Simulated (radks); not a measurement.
All-electron atom: the caesium ion Cs+ in [Xe] (the NIST ground configuration).

All-electron calculation, Dirac Kohn-Sham, BLYP, spin-unpolarised, spherical densities, finite nucleus; Fermi nuclear charge, rms radius 4.8041 fm. Program: a radial shooting solver on a logarithmic mesh with Libxc functionals.

Energy parts (hartree):
| part | energy |
|---|---|
| total | -7790.5372 |
| kinetic | 8296.0327 |
| electron-nucleus | -18932.5729 |
| Hartree | 3039.2738 |
| exchange-correlation | -193.2708 |

Orbitals (lengths in bohr, moments of r in powers of bohr; r(90%) holds 90 % of the orbital's charge):
| orbital | occ. | eigenvalue (hartree) | r(90%) |
|---|---|---|---|
| 1s1/2 | 2 | -1314.840 | 0.0470 |
| 2s1/2 | 2 | -206.3314 | 0.173 |
| 2p1/2 | 2 | -194.1444 | 0.154 |
| 2p3/2 | 4 | -181.1930 | 0.162 |
| 3s1/2 | 2 | -43.03395 | 0.439 |
| 3p1/2 | 2 | -37.94035 | 0.434 |
| 3p3/2 | 4 | -35.45910 | 0.451 |
| 3d3/2 | 4 | -26.50102 | 0.426 |
| 3d5/2 | 6 | -25.97414 | 0.431 |
| 4s1/2 | 2 | -8.26632 | 1.00 |
| 4p1/2 | 2 | -6.43858 | 1.05 |
| 4p3/2 | 4 | -5.93132 | 1.09 |
| 4d3/2 | 4 | -2.95940 | 1.26 |
| 4d5/2 | 6 | -2.87531 | 1.27 |
| 5s1/2 | 2 | -1.16630 | 2.52 |
| 5p1/2 | 2 | -0.72074 | 2.97 |
| 5p3/2 | 4 | -0.65972 | 3.12 |

The highest occupied level is 5p3/2 at -17.952 eV. For comparison, the ionisation energy in NIST's Atomic Spectra Database is 23.157 eV (measured). In exact Kohn-Sham theory the highest level is minus the ionisation energy, but local and semilocal functionals leave it too shallow, through self-interaction and a potential that decays too fast; potentials with the right tail come closer.
